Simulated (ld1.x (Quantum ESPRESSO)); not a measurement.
**An all-electron radial function and its pseudo partner (P (Z = 15))**

Columns: radius, all-electron u(r) and pseudo u(r) of the 3s shell (level -13.97 eV) of phosphorus in the configuration [He] 2s2 2p6 3s2 3p3; PBE, scalar-relativistic, ultrasoft scheme, ld1.x (Quantum ESPRESSO) 7.5.

```tsv
r (bohr)	all-electron	pseudo
0.053	0.1991	-0.1835
0.105	0.1040	-0.3467
0.158	-0.0637	-0.4813
0.210	-0.2113	-0.5716
0.262	-0.3132	-0.6157
0.315	-0.3659	-0.6132
0.368	-0.3728	-0.5682
0.420	-0.3442	-0.4916
0.473	-0.2886	-0.3913
0.525	-0.2163	-0.2815
0.578	-0.1313	-0.1671
0.630	-0.0423	-0.0587
0.683	0.0500	0.0447
0.735	0.1392	0.1382
0.788	0.2263	0.2263
0.840	0.3067	0.3067
0.893	0.3825	0.3825
0.945	0.4502	0.4502
0.998	0.5122	0.5122
1.050	0.5663	0.5663
1.102	0.6137	0.6137
1.155	0.6557	0.6557
1.208	0.6913	0.6913
1.260	0.7204	0.7204
1.313	0.7444	0.7444
1.365	0.7628	0.7628
```

**Question.** How many radial nodes do the two functions have?

**Answer.** The all-electron 3s function has n − l − 1 = 2; the pseudo-wave has 1, since 1 lower shell of the same l stays in the valence.

**Question.** At about which radius was the pseudo-wave matched?

**Answer.** 0.85 bohr. The columns agree to 0.0005 from 0.79 bohr on; several derivatives are matched, so the curves merge somewhat inside the radius.

**Question.** Is the pseudo-wave norm-conserving?

**Answer.** No, it belongs to an ultrasoft set: the norm inside the radius is not constrained, and the difference is carried by the augmentation charge.
